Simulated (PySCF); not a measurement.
This PySCF input asks for the NMR shieldings of `C=C[P+](C)(C)NC`, [C$_{5}$H$_{13}$NP]+; the geometry comes from GFN2-xTB.

```python
import basis_set_exchange as bse
import numpy as np
from pyscf import gto, dft
from pyscf.prop import nmr

atoms = """
C    -0.350478    2.202951   -1.038865
C    -0.868099    1.419540   -0.104710
P    -0.396558   -0.309492    0.057831
C    -1.453019   -1.357542   -0.964621
C    -0.588171   -0.767625    1.808986
N     1.129121   -0.478028   -0.543765
C     2.265441    0.151527    0.129759
H    -0.652506    3.231803   -1.146052
H     0.399746    1.843260   -1.725622
H    -1.619474    1.764692    0.592971
H    -1.290483   -1.113143   -2.013765
H    -1.225756   -2.408473   -0.789294
H    -2.495631   -1.171186   -0.711096
H    -1.620905   -0.620006    2.119225
H     0.059423   -0.143864    2.425369
H    -0.320486   -1.814714    1.949054
H     1.350409   -1.393578   -0.918938
H     1.961509    1.131452    0.494411
H     3.070660    0.282360   -0.591299
H     2.640108   -0.439253    0.967386
"""
names = dict.fromkeys(["C", "P", "N", "H"], "pcSseg-1")
basis = {el: gto.basis.parse(bse.get_basis(n, elements=[el], fmt="nwchem")) for el, n in names.items()}
mol = gto.M(atom=atoms, basis=basis, charge=1, verbose=0)
mf = dft.RKS(mol, xc="PBE0")
mf.grids.level = 2
mf.grids.alignment = dft.numint.BLKSIZE   # the property module wants whole blocks of grid points
mf.conv_tol = 1e-9
mf.kernel()

calc = nmr.RKS(mf)   # GIAO
C = mf.mo_coeff
Co = C[:, mf.mo_occ > 0]
resp = mf.gen_response(singlet=True, hermi=2)
def vind(x):   # induced exchange potential for any number of trial vectors
    d = np.einsum("pi,xij,qj->xpq", C, 2 * x.reshape(-1, C.shape[1], Co.shape[1]), Co, optimize=True)
    return np.einsum("xpq,pi,qj->xij", resp(d - d.transpose(0, 2, 1)), C, Co, optimize=True).ravel()
mo1, _ = nmr.rhf.solve_mo1(calc, with_cphf=vind)
sigma = calc.kernel(mo1)
for i, s in enumerate(sigma):   # ppm
    w = np.linalg.eigvalsh((s + s.T) / 2)
    print("%2d %-2s iso %8.1f  s11 %8.1f  s22 %8.1f  s33 %8.1f" % (i, mol.atom_pure_symbol(i), w.mean(), *w))
```

Q: Give the expected output.

A: 
```
 0 C  iso     29.0  s11   -102.3  s22      8.8  s33    180.4
 1 C  iso     63.2  s11    -44.4  s22     86.0  s33    148.0
 2 P  iso    283.7  s11    227.6  s22    283.7  s33    339.8
 3 C  iso    170.8  s11    158.3  s22    163.2  s33    190.8
 4 C  iso    172.8  s11    154.8  s22    173.0  s33    190.7
 5 N  iso    234.4  s11    195.8  s22    243.5  s33    264.0
 6 C  iso    156.7  s11    133.0  s22    147.7  s33    189.5
 7 H  iso     24.1  s11     21.0  s22     23.7  s33     27.7
 8 H  iso     24.4  s11     19.1  s22     23.9  s33     30.3
 9 H  iso     25.7  s11     23.3  s22     25.8  s33     27.9
10 H  iso     29.6  s11     25.0  s22     27.4  s33     36.5
11 H  iso     29.7  s11     25.4  s22     27.1  s33     36.6
12 H  iso     29.6  s11     25.2  s22     26.9  s33     36.8
13 H  iso     29.8  s11     25.5  s22     27.0  s33     37.0
14 H  iso     29.3  s11     24.8  s22     27.6  s33     35.4
15 H  iso     29.9  s11     25.7  s22     27.1  s33     37.0
16 H  iso     30.1  s11     20.5  s22     28.9  s33     40.8
17 H  iso     29.0  s11     24.4  s22     28.3  s33     34.3
18 H  iso     28.4  s11     23.2  s22     25.6  s33     36.3
19 H  iso     28.8  s11     23.4  s22     26.7  s33     36.2
```

These numbers come from an equivalent density-fitted implementation of the same equations, which agrees with the script to about 0.01 ppm for H and up to a few tenths of a ppm for heavy atoms, so last digits may differ.

Q: Turn these shieldings into chemical shifts. Shifts are taken against calculated references (same method and geometry level): $^{13}$C (σ = 186.93 ppm), $^{1}$H (σ = 31.72 ppm) against TMS; H3PO4 for $^{31}$P (σ = 318.38 ppm); $^{15}$N (σ = 267.73 ppm) against NH3.

A: Averaging equivalent atoms: C 0: 157.9; C 1: 123.7; C 6: 30.2; C 3/4: 15.1; P 2: 34.7; N 5: 33.3; H 7: 7.59; H 8: 7.32; H 9: 6.06; H 17/18/19: 3.01; H 10/11/12/13/14/15: 2.06; H 16: 1.66 ppm. Experimental scales use liquid or dissolved standards, which lie at an offset from isolated NH3 (liquid NH3: subtract about 20 ppm) and H3PO4.

Size and cost of the density-fitted run: 191 basis functions, 29 s wall time on 1 thread of an Arm Neoverse V1, shared host; peak memory 0.86 GiB.
